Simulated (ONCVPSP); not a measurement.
## Building the ONCV potential for La (PW91, scalar-relativistic).

The input file (ONCVPSP 4.0.1):

```
# ATOM AND REFERENCE CONFIGURATION
# atsym  z   nc   nv     iexc    psfile
  La 57.00    9    4  -109134      upf
#
#   n    l    f
    1    0    2.00
    2    0    2.00
    2    1    6.00
    3    0    2.00
    3    1    6.00
    3    2   10.00
    4    0    2.00
    4    1    6.00
    4    2   10.00
    5    0    2.00
    5    1    6.00
    5    2    1.00
    6    0    2.00
#
# PSEUDOPOTENTIAL AND OPTIMIZATION
# lmax
    3
#
#   l,   rc,      ep,       ncon, nbas, qcut
    0    2.90    0.00    4    7    4.60
    1    2.85    0.00    3    8    5.60
    2    3.80    0.00    4    8    5.00
    3    2.85    0.11    4    9    4.00
#
# LOCAL POTENTIAL
# lloc, lpopt,  rc(5),   dvloc0
    4    1    2.75    2.00
#
# VANDERBILT-KLEINMAN-BYLANDER PROJECTORs
# l, nproj, debl
    0    3    1.00
    1    3    1.20
    2    1    2.50
    3    2    1.40
#
# MODEL CORE CHARGE
# icmod, fcfact, rcfact
    3    3.25    1.25
#
# LOG DERIVATIVE ANALYSIS
# epsh1, epsh2, depsh
   -3.00    5.00    0.02
#
# OUTPUT GRID
# rlmax, drl
    6.00    0.01
#
# TEST CONFIGURATIONS
# ncnf
    4
# nvcnf
#   n    l    f
    4
    5    0    2.00
    5    1    6.00
    5    2    1.00
    6    0    1.00
#
    4
    5    0    2.00
    5    1    6.00
    5    2    1.00
    6    0    0.00
#
    4
    5    0    2.00
    5    1    6.00
    5    2    0.00
    6    0    0.00
#
    5
    5    0    2.00
    5    1    6.00
    5    2    1.00
    6    0    0.00
    6    1    2.00
#
```

Command:

```bash
oncvpsp.x < La.dat > La.out
```

The program printed (shortened: citation, most of the input echo, consistency checks and plot data are left out):

```
ONCVPSP  (Optimized Norm-Conservinng Vanderbilt PSeudopotential)
scalar-relativistic version 4.0.1

#   n    l    f        energy (Ha)
    1    0    2.00    -1.4242849E+03
    2    0    2.00    -2.2673529E+02
    2    1    6.00    -2.0322094E+02
    3    0    2.00    -4.8494966E+01
    3    1    6.00    -4.0987052E+01
    3    2   10.00    -3.0198028E+01
    4    0    2.00    -9.7923663E+00
    4    1    6.00    -7.3507883E+00
    4    2   10.00    -3.8182408E+00
    5    0    2.00    -1.4323969E+00
    5    1    6.00    -8.2443647E-01
    5    2    1.00    -1.1483676E-01
    6    0    2.00    -1.3661202E-01

Reference configufation results
  iterations    25
  all-electron total energy (Ha)   -8.49438296D+03

Begin loop to  construct optimized pseudo wave functions
and semi-local pseudopoentials for all angular momenta

   Wellstate for l =  0  n =  7
     eigenvalue =   0.8634
     asymptotic potential =   1.3634
     half-point radius =  4.7765

Calculating optimized projector #   1

 for l=   0

    Fraction of norm inside rc  0.984982
    Optimizing pswf for qcut=   4.61 a_B^-1,  ecut=  10.61 Ha
    Residual kinetic energy error=  1.78D-07 Ha

    Energy error per electron        Cutoff
         Ha          eV             Ha
         0.01000     0.27211        2.19
         0.00100     0.02721        5.76
         0.00010     0.00272        7.48
         0.00001     0.00027        8.69

Calculating optimized projector #   2

 for l=   0

    Fraction of norm inside rc  0.134452
    Optimizing pswf for qcut=   4.61 a_B^-1,  ecut=  10.61 Ha
    Residual kinetic energy error=  1.16D-06 Ha

    Energy error per electron        Cutoff
         Ha          eV             Ha
         0.01000     0.27211        1.82
         0.00100     0.02721        5.92
         0.00010     0.00272        8.04
         0.00001     0.00027        9.33

Calculating optimized projector #   3

 for l=   0

    Fraction of norm inside rc  0.283770
    Optimizing pswf for qcut=   4.61 a_B^-1,  ecut=  10.61 Ha
    Residual kinetic energy error=  3.06D-05 Ha

    Energy error per electron        Cutoff
         Ha          eV             Ha
         0.01000     0.27211        5.44
         0.00100     0.02721        8.22
         0.00010     0.00272        9.86
         0.00001     0.00027       12.88

   Wellstate for l =  1  n =  7
     eigenvalue =   0.3756
     asymptotic potential =   0.8756
     half-point radius =  8.2613

   Wellstate for l =  1  n =  8
     eigenvalue =   1.5756
     asymptotic potential =   2.0756
     half-point radius =  5.8501

Calculating optimized projector #   1

 for l=   1

    Fraction of norm inside rc  0.937980
    Optimizing pswf for qcut=   5.60 a_B^-1,  ecut=  15.68 Ha
    Residual kinetic energy error=  8.29D-09 Ha

    Energy error per electron        Cutoff
         Ha          eV             Ha
         0.01000     0.27211        3.66
         0.00100     0.02721        5.05
         0.00010     0.00272        8.71
         0.00001     0.00027       11.10

Calculating optimized projector #   2

 for l=   1

    Fraction of norm inside rc  0.101228
    Optimizing pswf for qcut=   5.60 a_B^-1,  ecut=  15.68 Ha
    Residual kinetic energy error=  1.03D-08 Ha

    Energy error per electron        Cutoff
         Ha          eV             Ha
         0.01000     0.27211        3.27
         0.00100     0.02721        4.62
         0.00010     0.00272        9.02
         0.00001     0.00027       11.48

Calculating optimized projector #   3

 for l=   1

    Fraction of norm inside rc  0.171819
    Optimizing pswf for qcut=   5.60 a_B^-1,  ecut=  15.68 Ha
    Residual kinetic energy error=  2.79D-07 Ha

    Energy error per electron        Cutoff
         Ha          eV             Ha
         0.01000     0.27211        4.15
         0.00100     0.02721        8.57
         0.00010     0.00272       11.60
         0.00001     0.00027       13.40

Calculating optimized projector #   1

 for l=   2

    Fraction of norm inside rc  0.773495
    Optimizing pswf for qcut=   5.00 a_B^-1,  ecut=  12.52 Ha
    Residual kinetic energy error=  5.83D-10 Ha

    Energy error per electron        Cutoff
         Ha          eV             Ha
         0.01000     0.27211        4.16
         0.00100     0.02721        5.82
         0.00010     0.00272        7.23
         0.00001     0.00027        8.44

WARNING wellstate: localized bound state found for n= 4 l= 3
WARNING this state with energy -0.16207828
WARNING will be used for the first projector

   Wellstate for l =  3  n =  6
     eigenvalue =   1.2379
     asymptotic potential =   1.7379
     half-point radius =  4.9337

Calculating optimized projector #   1

 for l=   3

    Fraction of norm inside rc  0.970607
    Optimizing pswf for qcut=   4.00 a_B^-1,  ecut=   8.01 Ha
    Residual kinetic energy error=  5.33D-02 Ha

    Energy error per electron        Cutoff
         Ha          eV             Ha
         0.01000     0.27211       25.94
         0.00100     0.02721       42.54
         0.00010     0.00272       54.77
         0.00001     0.00027       83.90

Calculating optimized projector #   2

 for l=   3

    Fraction of norm inside rc  0.368837
    Optimizing pswf for qcut=   4.00 a_B^-1,  ecut=   8.01 Ha
    Residual kinetic energy error=  3.93D-01 Ha

    Energy error per electron        Cutoff
         Ha          eV             Ha
         0.01000     0.27211       47.20
         0.00100     0.02721       54.71
         0.00010     0.00272       69.76
         0.00001     0.00027      104.26

Construct Vanderbilt / Kleinmman-Bylander projectors

B matrix Hermiticity error, ll=   0
   1   2    8.4858E-05
   1   3   -2.2360E-04
   2   3    4.0747E-05

  Orthonormal projector coefficients  2.3397E+00 -1.3098E+00 -5.4410E-02

B matrix Hermiticity error, ll=   1
   1   2   -6.9463E-05
   1   3    1.6123E-04
   2   3    4.2962E-05

  Orthonormal projector coefficients -1.3958E+00  8.0074E-01 -1.5903E-01

B matrix Hermiticity error, ll=   3
   1   2   -1.5503E-04

  Orthonormal projector coefficients -6.2781E+00 -3.4201E+00

Model core correction analysis
  based on d2Exc/dn_idn_j

d2excae - all-electron derivatives

   -2.573889D-02   -2.251217D-02   -9.121604D-03   -1.708858D-03
   -2.251220D-02   -2.248726D-02   -1.259832D-02   -2.682445D-03
   -9.121462D-03   -1.259808D-02   -1.740422D-02   -1.338078D-02
   -1.708674D-03   -2.681954D-03   -1.337606D-02   -2.341867D-02

d2excps - pseudofunction derivatives with no core correction

   -3.719608D-02   -2.628406D-02   -9.527727D-03   -2.957247D-03
   -2.628480D-02   -2.522046D-02   -1.325147D-02   -3.096921D-03
   -9.527638D-03   -1.325124D-02   -1.768886D-02   -1.345370D-02
   -2.957844D-03   -3.096457D-03   -1.344899D-02   -2.354000D-02

rms 2nd derivative error    3.278237E-03

rmatch, rhocmatch    1.2148    3.2318

Teter function model core charge with specified parameters

d2excps - pseudofunction derivatives with core correction

   -2.665414D-02   -2.226004D-02   -9.040129D-03   -1.977320D-03
   -2.225993D-02   -2.307341D-02   -1.297997D-02   -2.743866D-03
   -9.039953D-03   -1.297973D-02   -1.767889D-02   -1.340888D-02
   -1.977151D-03   -2.743374D-03   -1.340417D-02   -2.344723D-02

rms 2nd derivative error    3.393556E-04

Pseudoatom total energy  -32.173898

Diagnostic tests using Vanderbilt-Kleinman-Bylander pseudopotentials
  1 or more projectors used as specified by nproj input data

   l    rcore       rmatch      e in        delta e   norm test  slope test

   0   2.9094050   2.9977408  -1.4323969   0.0000007   1.0001114   1.0001014
   0   2.9094050   2.9977408  -0.1366120   0.0000004   1.0000155   1.0000119
   0   2.9094050   2.9977408   0.8633880   0.0000031   1.0001213   1.0001213

   1   2.8576579   2.9444226  -0.8244365   0.0000001   1.0000838   1.0000837
   1   2.8576579   2.9444226   0.3755635   0.0000130   1.0001106   1.0001106
   1   2.8576579   2.9444226   1.5755635   0.0000130   1.0001675   1.0001675

   2   3.8081435   3.9237670  -0.1148368  -0.0000001   0.9999996   1.0000019

   3   2.8576579   2.9444226  -0.1620783  -0.0000002   1.0001904   1.0001933
   3   2.8576579   2.9444226   1.2379217   0.0000037   1.0000645   1.0000645

 Testing for bound ghosts
   n   l    E NL Schr. Eq   E Basis Diag.   E Cutoff

   1   0       -1.432396       -1.432396     31.39
   2   0       -0.136612       -0.130571     31.39

   2   1       -0.824436       -0.824435     48.63

   3   2       -0.114837       -0.114734     17.82

   4   3       -0.162079       -0.161975     60.61

 Testing for highly-localized positive-energy ghosts
       l    <radius>/rc     E Basis Diag.   E Cutoff

Test configuration 0

   n   l     f        eae           eps        diff
   1   0  2.0000-1424.28492033
   2   0  2.0000 -226.73529175
   2   1  6.0000 -203.22093681
   3   0  2.0000  -48.49496589
   3   1  6.0000  -40.98705206
   3   2 10.0000  -30.19802761
   4   0  2.0000   -9.79236634
   4   1  6.0000   -7.35078831
   4   2 10.0000   -3.81824081
   5   0  2.0000   -1.43239687   -1.43239616    7.13D-07
   5   1  6.0000   -0.82443647   -0.82443633    1.36D-07
   5   2  1.0000   -0.11483676   -0.11483685   -9.60D-08
   6   0  2.0000   -0.13661202   -0.13661165    3.66D-07

    Total energies and differences
      AE_ref= -8.49438296D+03  AE_tst= -8.49438296D+03  dif=  0.00D+00
      PS_ref= -3.21738978D+01  PS_tst= -3.21738978D+01  dif= -5.61D-12
      PSP excitation error=  5.61D-12

Test configuration 1

   n   l     f        eae           eps        diff
   1   0  2.0000-1424.50183599
   2   0  2.0000 -226.95141666
   2   1  6.0000 -203.43709316
   3   0  2.0000  -48.71109729
   3   1  6.0000  -41.20318318
   3   2 10.0000  -30.41412698
   4   0  2.0000  -10.00820841
   4   1  6.0000   -7.56656322
   4   2 10.0000   -4.03384034
   5   0  2.0000   -1.64679768   -1.64773970   -9.42D-04
   5   1  6.0000   -1.03815099   -1.03836830   -2.17D-04
   5   2  1.0000   -0.31423977   -0.31412664    1.13D-04
   6   0  1.0000   -0.30800898   -0.30810268   -9.37D-05

    Total energies and differences
      AE_ref= -8.49438296D+03  AE_tst= -8.49416218D+03  dif=  2.21D-01
      PS_ref= -3.21738978D+01  PS_tst= -3.19530463D+01  dif=  2.21D-01
      PSP excitation error= -7.29D-05

Test configuration 2

   n   l     f        eae           eps        diff
   1   0  2.0000-1424.75720303
   2   0  2.0000 -227.20575135
   2   1  6.0000 -203.69146015
   3   0  2.0000  -48.96531904
   3   1  6.0000  -41.45740352
   3   2 10.0000  -30.66833009
   4   0  2.0000  -10.26170436
   4   1  6.0000   -7.81992376
   4   2 10.0000   -4.28687933
   5   0  2.0000   -1.89666963   -1.89910529   -2.44D-03
   5   1  6.0000   -1.28560571   -1.28620208   -5.96D-04
   5   2  1.0000   -0.54194335   -0.54164670    2.97D-04

    Total energies and differences
      AE_ref= -8.49438296D+03  AE_tst= -8.49376106D+03  dif=  6.22D-01
      PS_ref= -3.21738978D+01  PS_tst= -3.15516751D+01  dif=  6.22D-01
      PSP excitation error= -3.27D-04

Test configuration 3

   n   l     f        eae           eps        diff
   1   0  2.0000-1425.14911998
   2   0  2.0000 -227.60157700
   2   1  6.0000 -204.08707541
   3   0  2.0000  -49.35895949
   3   1  6.0000  -41.85104089
   3   2 10.0000  -31.06250827
   4   0  2.0000  -10.65134715
   4   1  6.0000   -8.20919365
   4   2 10.0000   -4.67556051
   5   0  2.0000   -2.26937264   -2.26972109   -3.48D-04
   5   1  6.0000   -1.64673215   -1.64624745    4.85D-04

    Total energies and differences
      AE_ref= -8.49438296D+03  AE_tst= -8.49306214D+03  dif=  1.32D+00
      PS_ref= -3.21738978D+01  PS_tst= -3.08533194D+01  dif=  1.32D+00
      PSP excitation error=  2.33D-04

Test configuration 4

   n   l     f        eae           eps        diff
   1   0  2.0000-1424.36538411
   2   0  2.0000 -226.81537447
   2   1  6.0000 -203.30094693
   3   0  2.0000  -48.57537246
   3   1  6.0000  -41.06744525
   3   2 10.0000  -30.27839215
   4   0  2.0000   -9.87262940
   4   1  6.0000   -7.43096468
   4   2 10.0000   -3.89822400
   5   0  2.0000   -1.51150088   -1.51282820   -1.33D-03
   5   1  6.0000   -0.90197521   -0.90217460   -1.99D-04
   5   2  1.0000   -0.17578601   -0.17556606    2.20D-04
   6   1  2.0000   -0.08463095   -0.08464952   -1.86D-05

    Total energies and differences
      AE_ref= -8.49438296D+03  AE_tst= -8.49420352D+03  dif=  1.79D-01
      PS_ref= -3.21738978D+01  PS_tst= -3.19943496D+01  dif=  1.80D-01
      PSP excitation error= -1.17D-04
```

The run took about 7 s on one core of a shared server CPU.
